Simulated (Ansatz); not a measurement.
Ansatz results at the PBE0-D4/def2-TZVP geometry: HOMO energy (B3LYP/def2-TZVPP) -6.20 eV; LUMO energy (PBE0/def2-TZVPP) -1.61 eV; LUMO energy (PBE/def2-TZVPP) -2.40 eV.

Question: Which molecule gave them?
A. `[CH3][Sb]1[NH]C[O]1`
B. `[NH2][GeH2][CH2]Cl`
C. `C[BH][Ga]([NH2])[OH]`
D. `C=NC[O][SbH2]`

Answer: A. The others give `C=NC[O][SbH2]`: -7.13, -1.28, -2.08; `[NH2][GeH2][CH2]Cl`: -7.08, 0.38, -0.61; `C[BH][Ga]([NH2])[OH]`: -6.81, -1.82, -2.78.

B3LYP here is the variant with VWN-RPA as its local correlation; programs differ in this.
